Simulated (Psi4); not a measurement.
C4H10O2, triplet, at the geometry of the source list (a higher spin typed on purpose: for a closed-shell molecule this is an excited state), with bond 9-1 at 1.8 times its length; HF/STO-3G (Psi4 1.11).

Psi4 was given this input:
```
memory 2 GB

molecule {
0 3
  C     2.71370000    0.69860000   -0.02800000
  O     1.44120000    0.34540000    0.44290000
  C     0.72900000   -0.46100000   -0.46200000
  C    -0.67420000   -0.70520000    0.07440000
  O    -1.47700000    0.41840000   -0.18900000
  C    -2.76110000    0.31140000    0.36370000
  H     3.33360000   -0.19090000   -0.20480000
  H     3.17080000    1.31310000    0.74430000
  H     2.59994000    1.72730000   -1.71010000
  H     1.24560000   -1.42710000   -0.59160000
  H     0.65550000    0.03230000   -1.44200000
  H    -1.10360000   -1.59660000   -0.41340000
  H    -0.61520000   -0.89110000    1.15660000
  H    -3.29860000   -0.55590000   -0.04340000
  H    -2.72020000    0.21420000    1.45580000
  H    -3.28990000    1.22420000    0.09910000
}

set basis sto-3g
set reference uhf
set stability_analysis check
set scf_type pk

energy('scf')
print_variables()
```

Question: What does Psi4 print? Leave out banner, timings and long lists.

Answer: 
```
   => Loading Basis Set <=

    Name: STO-3G
    Role: ORBITAL
    Keyword: BASIS

         ---------------------------------------------------------
                                   SCF
               by Justin Turney, Rob Parrish, Andy Simmonett
                          and Daniel G. A. Smith
                              UHF Reference
         ---------------------------------------------------------

  ==> Geometry <==

    Molecular point group: c1
    Full point group: C1

    Geometry (in Angstrom), charge = 0, multiplicity = 3:

       Center              X                  Y                   Z               Mass
    ------------   -----------------  -----------------  -----------------  -----------------
         C            2.719318533958     0.585454053415    -0.055550037326    12.000000000000
         O            1.446818533958     0.232254053415     0.415349962674    15.994914619570
         C            0.734618533958    -0.574145946585    -0.489550037326    12.000000000000
         C           -0.668581466042    -0.818345946585     0.046849962674    12.000000000000
         O           -1.471381466042     0.305254053415    -0.216550037326    15.994914619570
         C           -2.755481466042     0.198254053415     0.336149962674    12.000000000000
         H            3.339218533958    -0.304045946585    -0.232350037326     1.007825032230
         H            3.176418533958     1.199954053415     0.716749962674     1.007825032230
         H            2.605558533958     1.614154053415    -1.737650037326     1.007825032230
         H            1.251218533958    -1.540245946585    -0.619150037326     1.007825032230
         H            0.661118533958    -0.080845946585    -1.469550037326     1.007825032230
         H           -1.097981466042    -1.709745946585    -0.440950037326     1.007825032230
         H           -0.609581466042    -1.004245946585     1.129049962674     1.007825032230
         H           -3.292981466042    -0.669045946585    -0.070950037326     1.007825032230
         H           -2.714581466042     0.101054053415     1.428249962674     1.007825032230
         H           -3.284281466042     1.111054053415     0.071549962674     1.007825032230

  Running in c1 symmetry.

  Rotational constants: A =      0.35770  B =      0.04979  C =      0.04770 [cm^-1]
  Rotational constants: A =  10723.69516  B =   1492.58458  C =   1429.92007 [MHz]
  Nuclear repulsion =  254.097033346065075

  Charge       = 0
  Multiplicity = 3
  Electrons    = 50
  Nalpha       = 26
  Nbeta        = 24

  ==> Algorithm <==

  SCF Algorithm Type is PK.
  DIIS enabled.
  MOM disabled.
  Fractional occupation disabled.
  Guess Type is SAD.
  Energy threshold   = 1.00e-06
  Density threshold  = 1.00e-06
  Integral threshold = 1.00e-12

  ==> Primary Basis <==

  Basis Set: STO-3G
    Blend: STO-3G
    Number of shells: 28
    Number of basis functions: 40
    Number of Cartesian functions: 40
    Spherical Harmonics?: true
    Max angular momentum: 1

  ==> Integral Setup <==

  Using in-core PK algorithm.
   Calculation information:
      Number of atoms:                  16
      Number of AO shells:              28
      Number of primitives:             84
      Number of atomic orbitals:        40
      Number of basis functions:        40

      Integral cutoff                 1.00e-12
      Number of threads:                 1

  Performing in-core PK
  Using 673220 doubles for integral storage.
  We computed 73669 shell quartets total.
  Whereas there are 82621 unique shell quartets.

  ==> DiskJK: Disk-Based J/K Matrices <==

    J tasked:                  Yes
    K tasked:                  Yes
    wK tasked:                  No
    Schwarz Cutoff:          1E-12

  Minimum eigenvalue in the overlap matrix is 2.1618506255E-01.
  Reciprocal condition number of the overlap matrix is 8.9866608201E-02.
    Using symmetric orthogonalization.

  ==> Pre-Iterations <==

  SCF Guess: Superposition of Atomic Densities via on-the-fly atomic UHF (no occupation information).

   -------------------------
    Irrep   Nso     Nmo
   -------------------------
     A         40      40
   -------------------------
    Total      40      40
   -------------------------

  ==> Iterations <==

                        Total Energy        Delta E     RMS |[F,P]|

   @UHF iter SAD:  -297.99101686836201   -2.97991e+02   0.00000e+00
   @UHF iter   1:  -302.80341402471578   -4.81240e+00   8.72368e-03 DIIS/ADIIS
   @UHF iter   2:  -302.89947171085532   -9.60577e-02   2.48860e-03 DIIS/ADIIS
   @UHF iter   3:  -302.91013213282446   -1.06604e-02   1.05363e-03 DIIS/ADIIS
   @UHF iter   4:  -302.91454157172296   -4.40944e-03   5.55087e-04 DIIS/ADIIS
   @UHF iter   5:  -302.91629366074687   -1.75209e-03   2.75241e-04 DIIS/ADIIS
   @UHF iter   6:  -302.91667911034739   -3.85450e-04   8.86216e-05 DIIS
   @UHF iter   7:  -302.91669841695546   -1.93066e-05   4.94012e-05 DIIS
   @UHF iter   8:  -302.91670822564765   -9.80869e-06   1.91860e-05 DIIS
   @UHF iter   9:  -302.91670978515327   -1.55951e-06   6.13410e-06 DIIS
   @UHF iter  10:  -302.91670991831143   -1.33158e-07   2.27121e-06 DIIS
   @UHF iter  11:  -302.91670993593254   -1.76211e-08   9.16432e-07 DIIS
  Energy and wave function converged.

    Wavefunction stable under totally symmetric rotations.
    Lowest totally symmetric eigenvalue: 0.219211
    Lowest UHF->UHF stability eigenvalues:
       A 0.219211

    Stability analysis over.

  ==> Post-Iterations <==

   @Spin Contamination Metric:   6.293276865E-03
   @S^2 Expected:                2.000000000E+00
   @S^2 Observed:                2.006293277E+00
   @S   Expected:                1.000000000E+00
   @S   Observed:                1.000000000E+00

    Orbital Energies [Eh]
    ---------------------

    Alpha Occupied:

[...]
    Alpha Virtual:

[...]
    Beta Occupied:

[...]
    Beta Virtual:

[...]
      40A      0.825336

    Final Occupation by Irrep:
              A
    DOCC [    24 ]
    SOCC [     2 ]
    NA   [    26 ]
    NB   [    24 ]

  @UHF Final Energy:  -302.91670993593254

   => Energetics <=

    Nuclear Repulsion Energy =            254.0970333460650750
    One-Electron Energy =                -919.3713528497855805
    Two-Electron Energy =                 362.3576095677880176
    Total Energy =                       -302.9167099359325448

  UHF NO Occupations:
  HONO-2 :   24  A 1.9987115
  HONO-1 :   25  A 1.0000000
  HONO-0 :   26  A 1.0000000
  LUNO+0 :   27  A 0.0012885
  LUNO+1 :   28  A 0.0010708
  LUNO+2 :   29  A 0.0007627
  LUNO+3 :   30  A 0.0000189

Computation Completed

Properties will be evaluated at   0.000000,   0.000000,   0.000000 [a0]

Properties computed using the SCF density matrix

 Multipole Moments:

 ------------------------------------------------------------------------------------
     Multipole            Electronic (a.u.)      Nuclear  (a.u.)        Total (a.u.)
 ------------------------------------------------------------------------------------

 L = 1.  Multiply by 2.5417464519 to convert [e a0] to [Debye]
 Dipole X            :         -0.1226772            0.0318734           -0.0908037
 Dipole Y            :          0.5505144           -1.1992152           -0.6487008
 Dipole Z            :          1.1167993           -1.1474452           -0.0306460
 Magnitude           :                                                    0.6557417

 ------------------------------------------------------------------------------------

  Variable Map:
  ----------------------------------------------------------------------------
[...]
  Array Variable Map:
  ----------------------------------------------------------------------------
[...]
[...]
```
